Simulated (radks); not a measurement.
All-electron atom: Hg2+ in [Xe] 4f14 5d9 6p1 (not the ground configuration). All-electron calculation, scalar-relativistic Kohn-Sham, SCAN, spin-polarised, spherical densities, finite nucleus; open shells are filled with parallel spins first (spin-orbit coupling, left out, can overturn this in heavy ions); meta-GGA in the generalised Kohn-Sham scheme; Fermi nuclear charge, rms radius 5.4648 fm. Program: a radial shooting solver on a logarithmic mesh with Libxc functionals.

X-ray form factor f0, the Fourier transform of the density (f0(0) = 78):

sin(theta)/lambda (1/angstrom),f0 (electrons)
0.05,77.149
0.1,74.834
0.15,71.579
0.2,67.874
0.25,64.046
0.3,60.290
0.4,53.410
0.5,47.603
0.6,42.774
0.8,35.110
1,29.073
1.25,23.261
1.5,19.245
2,14.875
